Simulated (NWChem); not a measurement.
System: C$_{2}$H$_{4}$BNO$_{2}$; SMILES OB1COC=N1

NWChem input:

```
start job
memory heap 200 mb stack 900 mb global 1100 mb
geometry units angstroms noautoz
  O     -0.034847     2.141339     0.000000
  B     -0.044410     0.791135     0.000000
  C      1.176907    -0.244083     0.000000
  O      0.481006    -1.502476     0.000000
  C     -0.826052    -1.214441     0.000000
  N     -1.250773    -0.009787     0.000000
  H      0.846547     2.524434     0.000000
  H      1.828000    -0.211203     0.889145
  H      1.828000    -0.211203    -0.889145
  H     -1.452433    -2.117594     0.000000
end
basis spherical
  * library def2-tzvp
end
dft
  xc xcamb88 1.00 lyp 0.81 vwn_5 0.19 hfexch 1.00
  cam 0.33 cam_alpha 0.19 cam_beta 0.46
  iterations 150
  semidirect filesize 400000000
  mulliken
end
task dft energy
```

All runs use the structure optimised with PBE0/def2-SVP.

**Question.** Predict the main results of this run. (CAM-B3LYP/def2-TZVP.) Quantities: energy (Ha); highest occupied level (eV); orbital gap (eV); dipole (D).

**Answer.** The energy (Ha) comes out as -308.73. The highest occupied level (eV) is -9.17 and the orbital gap (eV) comes out as 9.64. The dipole (D) comes out as 3.27.
